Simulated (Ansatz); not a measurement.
A run for Ansatz (a quantum-chemistry and plane-wave program): R-PBE0/def2-TZVPP on CH4FGaO (SMILES [CH3][Ga]([OH])[F]).

Ansatz 0.2 input:
```yaml
crystal:
  periodic: [false, false, false]
  atoms:
    - {symbol: C, position_ang: [-1.32335088, -0.21312972, -0.07846133]}
    - {symbol: Ga, position_ang: [0.55408124, 0.29240473, 0.05840128]}
    - {symbol: O, position_ang: [1.95912222, -0.80801809, -0.02591791]}
    - {symbol: F, position_ang: [1.04953764, 1.98090375, 0.29119595]}
    - {symbol: H, position_ang: [-1.84687919, 0.08152700, 0.83058696]}
    - {symbol: H, position_ang: [-1.41554458, -1.28803045, -0.21991588]}
    - {symbol: H, position_ang: [-1.77981792, 0.30633685, -0.92053451]}
    - {symbol: H, position_ang: [2.80285145, -0.35199407, 0.06464542]}
basis:
  gaussian:
    orbitals: def2-TZVPP
hamiltonian:
  xc: {name: PBE0}
scf: {lower_state_search: off}
```

It printed:

```
WARN ansatz: RAYON_NUM_THREADS=1 ignored (pool sized by the plan → 1); use --threads N
Functional definition: PBE0
these checks for a lower state are left out or cut short: stability, starts, cluster_reference, orbital_swaps, neighbouring_geometries, increment
integrals: 0.11 GiB planned
1136 factors; their error is unknown
mean field: 0.96 GiB planned
mean field evaluation 1: about -58224.1286 eV, gradient 8.3e1 eV
mean field evaluation 2: about -58204.2633 eV, gradient 1.3e2 eV
mean field evaluation 4: about -58235.8696 eV, gradient 6.4e0 eV
mean field evaluation 8: about -58235.9383 eV, gradient 2.2e-1 eV
mean field evaluation 16: about -58236.1370 eV, gradient 2.3e-5 eV
mean field -58236.13701977 eV, -2140.1385616049 hartree, gradient 6.2e-6 eV, S^2 0.000000; 0 other end points of the search recorded, 0 dependent functions left out
reference -58236.13704864 eV, -2140.1385626661 hartree; 29, 29 occupied and 168, 168 virtual orbitals, 1136 factors
Total energy: -58236.13704864 eV, -2140.1385626661 hartree
Checks for a lower state left out: stability, starts, cluster_reference, orbital_swaps, neighbouring_geometries, increment
```

The calculation finished and met its thresholds.

Cost: very roughly 3 core-seconds.
